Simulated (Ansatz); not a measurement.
Z-matrix (Å, degrees):
```
C
Al 1 1.945
H 1 1.095 2 110.9
H 1 1.095 2 110.7 3 -117.8
H 1 1.093 2 113.1 3 121.2
N 2 1.795 1 119.6 3 -122.0
H 2 1.582 1 124.7 3 57.3
Si 6 1.706 2 128.5 1 -177.3
H 6 1.013 2 116.8 1 -2.1
Cl 8 2.069 6 112.5 2 101.9
H 8 1.479 6 108.5 2 -16.2
H 8 1.482 6 112.0 2 -140.2
```

Charge 0, multiplicity 1.

List the ωB97M-V/def2-TZVPP orbital energies in eV (Ansatz). (Estimate.)

Ansatz gave: Occupied: -2771.50, -1807.86, -1531.80, -394.14, -280.82, -261.91, -199.37, -199.26, -199.26, -148.80, -116.44, -102.96, -102.90, -102.89, -76.11, -75.93, -75.90, -26.23, -25.29, -21.88, -17.64, -15.63, -14.03, -13.69, -13.64, -13.18, -12.72, -11.96, -11.23, -10.91, -10.49, -10.44. Lowest empty: 0.89, 1.52, 2.14, 2.65, 3.23, 3.41, 3.53, 4.05.
